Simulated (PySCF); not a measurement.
PySCF 2.14 output of an unrestricted BP86 calculation on a single atom or ion in x2c-TZVPPall (11s7p6d3f, 83 functions), with the spin-free X2C one-electron Hamiltonian (Gaussian nucleus):

```
SCF conv_tol = 1e-09
number electrons alpha = 40  beta = 40
    A. D. Becke.,  Phys. Rev. A 38, 3098 (1988)
    J. P. Perdew.,  Phys. Rev. B 33, 8822 (1986)
cycle= 1 E= -20887.5597607055  delta_E= -0.031  |g|= 0.117  |ddm|= 0.582
cycle= 2 E= -20887.5597683223  delta_E= -7.62e-06  |g|= 0.0939  |ddm|= 0.131
cycle= 3 E= -20887.5607321805  delta_E= -0.000964  |g|= 0.0108  |ddm|= 0.0719
cycle= 4 E= -20887.5607510527  delta_E= -1.89e-05  |g|= 0.000401  |ddm|= 0.00961
cycle= 5 E= -20887.5607510899  delta_E= -3.72e-08  |g|= 1.14e-05  |ddm|= 0.000472
cycle= 6 E= -20887.56075109  delta_E= -4.37e-11  |g|= 1.23e-07  |ddm|= 1.53e-05
converged SCF energy = -20887.56075109  <S^2> = -4.2632564e-14  2S+1 = 1
```

The run itself started from symmetry-adapted Hartree-Fock orbitals and held the occupation by maximum overlap, on a logarithmic radial grid, so the iterations belong to that start.

**Question.** Which element, charge and spin multiplicity is this?

**Answer.** Pb²⁺ (lead, charge +2), multiplicity 1; the state was [Xe] 4f14 5d10 6s2, closed-shell 1S.

Spin-orbit coupling, which splits the p, d and f shells strongly at this Z, is absent.
